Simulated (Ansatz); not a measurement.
CH$_{3}$ClInN, 7 atoms. Total charge 0; spin multiplicity 1. Correlated methods include outer-core shells of In, which these sets cover unevenly. In: def2 effective core potential. The bonds changed during the relaxation, so this is another structure than the one it started from. All runs use 2 threads of an Arm Neoverse V1 on a shared host. Correlated methods freeze the cores.

(1) Give the basis size and wall time and peak host memory of each of these runs in Ansatz. RKS PBE0-D4/def2-TZVP relaxation (11 steps); RHF-MP2/def2-QZVPP energy; RKS PBE0-D4/def2-SVP energy; RKS B97M-V/def2-TZVPP energy; RKS B2PLYP (frozen core)/def2-TZVPP energy; RKS ωB97M-V/def2-QZVPP energy; RKS BHLYP-D4/def2-TZVPP energy; RKS revPBE-D4/def2-TZVPP energy; RKS PBE0-D4/def2-QZVPP energy; RHF-CCSD(T)/def2-SVP energy; RHF-CCSD(T)/def2-TZVPP energy; direct RPA on PBE orbitals/def2-TZVPP energy. (Estimate.)

Results:

(1) Computed: Other jobs shared the machine, so times are rough.

```tsv
level	job	functions	wall time	peak host memory (GiB)
RKS PBE0-D4/def2-SVP	energy	87	1.6 s	0.38
RKS revPBE-D4/def2-TZVPP	energy	196	2.4 s	0.22
RKS BHLYP-D4/def2-TZVPP	energy	196	4.2 s	0.45
RHF-CCSD(T)/def2-SVP	energy	87	4.7 s	0.38
RKS B2PLYP (frozen core)/def2-TZVPP	energy	196	7 s	0.44
RKS PBE0-D4/def2-QZVPP	energy	356	8.5 s	1
direct RPA on PBE orbitals/def2-TZVPP	energy	196	11 s	0.42
RKS B97M-V/def2-TZVPP	energy	196	14 s	0.3
RHF-MP2/def2-QZVPP	energy	356	19 s	1.4
RKS ωB97M-V/def2-QZVPP	energy	356	25 s	1.1
RKS PBE0-D4/def2-TZVP	relaxation (11 steps)	167	55 s	0.4
RHF-CCSD(T)/def2-TZVPP	energy	196	110 s	2.5
```
